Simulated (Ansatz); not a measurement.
C₂H₄BN, SMILES `CC1=NB1`. Charge 0, multiplicity 1. The geometry is a stationary point of PBE0-D4/def2-TZVP.

```xyz
8

C    -0.918   -0.355   -0.648
C     0.270    0.048    0.117
N     1.540   -0.225   -0.021
B     1.192    0.626    1.068
H    -1.418    0.534   -1.039
H    -0.655   -1.022   -1.471
H    -1.633   -0.847    0.015
H     1.623    1.241    1.979
```

**Question.** What is the dipole moment at ωB97M-V/def2-TZVPP? (Estimate.)

**Answer.** Computed: 2.33 D, with components (-2.30, 0.38, 0.09) D in this frame, pointing from negative to positive charge.

**Question.** And with PBE, r2SCAN, B3LYP? (Estimate.)

**Answer.** Computed: PBE 2.31 D, r2SCAN 2.35 D, B3LYP 2.34 D.

**Question.** Give the Mulliken charges with ωB97M-V, r2SCAN, B3LYP in def2-TZVPP. (Estimate.)

**Answer.** Ansatz gave: 
```json
{"atom": "C1", "ωB97M-V": "-0.22", "r2SCAN": "-0.08", "B3LYP": "-0.17"}
{"atom": "C2", "ωB97M-V": "0.36", "r2SCAN": "0.38", "B3LYP": "0.34"}
{"atom": "N3", "ωB97M-V": "-0.20", "r2SCAN": "-0.22", "B3LYP": "-0.18"}
{"atom": "B4", "ωB97M-V": "-0.40", "r2SCAN": "-0.32", "B3LYP": "-0.34"}
{"atom": "H5", "ωB97M-V": "0.12", "r2SCAN": "0.07", "B3LYP": "0.10"}
{"atom": "H6", "ωB97M-V": "0.12", "r2SCAN": "0.06", "B3LYP": "0.10"}
{"atom": "H7", "ωB97M-V": "0.12", "r2SCAN": "0.07", "B3LYP": "0.10"}
{"atom": "H8", "ωB97M-V": "0.10", "r2SCAN": "0.03", "B3LYP": "0.05"}
```

B3LYP here is the variant with VWN-RPA as its local correlation; programs differ in this.
